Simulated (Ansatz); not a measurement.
Reaction (formal exchange of groups at the Si–O bond): `F[SiH2]O[SiH2]F` + `[NH2][SnH2][OH]` → `[NH2][SnH]([OH])[SiH2]F` + `O[SiH2]F`

Gas-phase electronic energies from Ansatz, PBE0-D4/def2-TZVP geometries. CCSD(T)/CBS is the MP2 limit (def2-TZVPP, def2-QZVPP) plus CCSD(T) − MP2 in def2-TZVPP, frozen cores. Functionals use def2-TZVPP. B3LYP here is the variant with VWN-RPA as its local correlation; programs differ in this. Elements past krypton have def2 core potentials. For Sn outer-core shells are correlated without core-valence functions, which leaves a few kJ/mol of doubt a bond. One conformer a species, not always the lowest.

| level | ΔE (eV) |
| --- | --- |
| PBE0-D4 | 0.97 |
| ωB97X-V | 1.12 |
| B2PLYP | 1.15 |
| r2SCAN | 1.08 |
| B3LYP | 1.10 |
| HF/def2-QZVPP | 1.46 |
| MP2/def2-QZVPP | 1.16 |
| SCS-MP2/def2-QZVPP | 1.21 |

Question: What does CCSD(T)/CBS give? (Best estimate.)

Answer: Ansatz gave: +1.12 eV. The listed levels differ from it by -0.15, 0.00, 0.03, -0.04, -0.02, 0.34, 0.04, 0.09 eV.

Largest T1 diagnostic among the species: 0.013.

In def2-TZVPP, CCSD(T) changes the Hartree–Fock value by −0.26 eV (the triples alone add −0.04 eV) and MP2 by −0.25 eV. From PBE to PBE0 (25 % exact exchange), in def2-TZVPP and without D4, ΔE moves by +0.12 eV.
